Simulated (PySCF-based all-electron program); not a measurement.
**Forces on TiSiH₆, singlet by several functionals**

All-electron Kohn–Sham DFT on the free molecule, computed near the basis limit with an in-house program on PySCF integrals; Koelling–Harmon scalar relativity, no spin–orbit coupling, spin-restricted. Forces are good to about 0.007 eV/Å. Atoms are numbered as listed.

```xyz
8

Ti    0.0000    0.0000    0.0000
Si    0.0000    0.0000    2.3526
H     1.6397    0.0000   -0.4888
H    -0.8198    1.4200   -0.4888
H    -0.8198   -1.4200   -0.4888
H     0.7006    1.2135    2.8961
H    -1.4013    0.0000    2.8961
H     0.7006   -1.2135    2.8961
```

PBE forces:

```json
{"atom": "Ti1", "Fx": "0.000", "Fy": "0.000", "Fz (eV/Å)": "-2.625"}
{"atom": "Si2", "Fx": "0.000", "Fy": "0.000", "Fz (eV/Å)": "2.500"}
{"atom": "H3", "Fx": "0.082", "Fy": "0.000", "Fz (eV/Å)": "0.025"}
{"atom": "H4", "Fx": "-0.041", "Fy": "0.071", "Fz (eV/Å)": "0.025"}
{"atom": "H5", "Fx": "-0.041", "Fy": "-0.071", "Fz (eV/Å)": "0.025"}
{"atom": "H6", "Fx": "0.011", "Fy": "0.020", "Fz (eV/Å)": "0.016"}
{"atom": "H7", "Fx": "-0.023", "Fy": "0.000", "Fz (eV/Å)": "0.016"}
{"atom": "H8", "Fx": "0.011", "Fy": "-0.020", "Fz (eV/Å)": "0.016"}
```

Question: What forces does r2SCAN give?

Answer: The forces move by 0.163 eV/Å (r.m.s. over the atoms) from PBE.

```json
{"atom": "Ti1", "Fx": "0.000", "Fy": "0.000", "Fz (eV/Å)": "-2.753"}
{"atom": "Si2", "Fx": "0.000", "Fy": "0.000", "Fz (eV/Å)": "2.757"}
{"atom": "H3", "Fx": "-0.011", "Fy": "0.000", "Fz (eV/Å)": "0.063"}
{"atom": "H4", "Fx": "0.006", "Fy": "-0.010", "Fz (eV/Å)": "0.063"}
{"atom": "H5", "Fx": "0.006", "Fy": "0.010", "Fz (eV/Å)": "0.063"}
{"atom": "H6", "Fx": "-0.071", "Fy": "-0.122", "Fz (eV/Å)": "-0.064"}
{"atom": "H7", "Fx": "0.141", "Fy": "0.000", "Fz (eV/Å)": "-0.064"}
{"atom": "H8", "Fx": "-0.071", "Fy": "0.122", "Fz (eV/Å)": "-0.064"}
```
